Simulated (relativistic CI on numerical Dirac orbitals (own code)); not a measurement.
Fe²⁺: 3d valence photoemission

Computed with this model: Dirac-Coulomb-Breit CI, KLI orbitals optimised for each configuration, a model potential for QED, valence Slater integrals scaled by 0.8, multiplet model of photoemission in the sudden approximation; configurations [Ar] 3d6 → [Ar] 3d5; 300 K; Lorentzian 0.21 eV and Gaussian 0.5 eV FWHM. Energies are those of the free ion, without screening or charge transfer. The energies are binding energies and can lie tens of eV above those of solids. S is read from ⟨S²⟩ = S(S + 1).

Field parameters in Wybourne normalisation: D4h B²₀ = −7Ds, B⁴₀ = 21(Dq − Dt), B⁴₄ = 21√(5/14) Dq. The field is a parameter set, without covalency.

Computed curve for D4h, 10Dq = 11200, Ds = 300, Dt = -350 cm⁻¹, scaled to 100 at the maximum (points under 2 are left out and the grid is thinned):

(Energy (eV), Intensity): (28.5, 2.2), (28.6, 2.6), (28.8, 4.1), (28.9, 5.5), (29.1, 12.4), (29.2, 20.3), (29.4, 50.9), (29.5, 70.2), (29.7, 88.5), (29.8, 79.6), (30.0, 43.1), (30.1, 27.5), (30.3, 11.0), (30.4, 7.8), (30.6, 5.2), (30.7, 4.8), (30.9, 4.9), (31.0, 5.4), (31.2, 8.1), (31.3, 11.3), (31.5, 27.0), (31.6, 41.2), (31.8, 72.1), (31.9, 78.9), (32.1, 66.7), (32.2, 56.9), (32.4, 56.0), (32.5, 65.1), (32.7, 78.8), (32.8, 76.2), (33.0, 62.1), (33.1, 59.2), (33.3, 65.5), (33.4, 71.7), (33.6, 88.7), (33.7, 96.9), (33.9, 95.4), (34.0, 84.2), (34.2, 56.3), (34.3, 45.0), (34.5, 31.7), (34.6, 29.4), (34.8, 28.3), (34.9, 26.8), (35.1, 19.8), (35.2, 15.7), (35.4, 10.4), (35.5, 10.3), (35.7, 16.5), (35.8, 22.4), (36.0, 33.2), (36.1, 34.4), (36.3, 26.5), (36.4, 20.3), (36.6, 11.4), (36.7, 9.4), (36.9, 7.1), (37.0, 5.9), (37.2, 3.4), (37.3, 2.5)

The ground state has S = 2.00, and the centroid lies at 32.74 eV.
